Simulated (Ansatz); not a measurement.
`C[N]=[W]([NH2])(=[O])[Cl]`. Charge 0, multiplicity 1. W: def2 effective core potential. The structure was optimised at the PBE0-D4/def2-TZVP level. It is one conformer, not always the lowest.

```xyz
11

C    -1.696    1.072    0.535
N    -0.618    0.159    0.407
W     0.426   -0.957   -0.435
N     2.219   -0.256   -0.201
O     0.043   -0.997   -2.099
Cl    0.162   -3.044    0.485
H    -2.443    0.676    1.230
H    -1.335    2.022    0.942
H    -2.182    1.268   -0.427
H     2.950   -0.421   -0.878
H     2.473    0.478    0.441
```

(1) What is the dipole moment at r2SCAN/def2-TZVPP? (An estimate is asked.)

(2) And with PBE, B3LYP, ωB97M-V? (Estimate.)

(3) Give the Mulliken charges with r2SCAN, PBE, B3LYP in def2-TZVPP. (Best estimate.)

## Answers

(1) Ansatz gave: 3.54 D, with components (1.46, 2.89, 1.44) D in this frame, pointing from negative to positive charge.

(2) Ansatz gave: PBE 3.47 D, B3LYP 3.53 D, ωB97M-V 3.51 D.

(3) Computed: 
```
atom  r2SCAN    PBE  B3LYP
  C1    0.01  -0.14  -0.13
  N2   -0.39  -0.29  -0.36
  W3    1.02   0.79   0.98
  N4   -0.48  -0.41  -0.43
  O5   -0.42  -0.35  -0.42
 Cl6   -0.30  -0.27  -0.29
  H7    0.07   0.11   0.11
  H8    0.06   0.10   0.10
  H9    0.07   0.11   0.11
 H10    0.18   0.17   0.16
 H11    0.19   0.18   0.17
```

B3LYP here is the variant with VWN-RPA as its local correlation; programs differ in this.
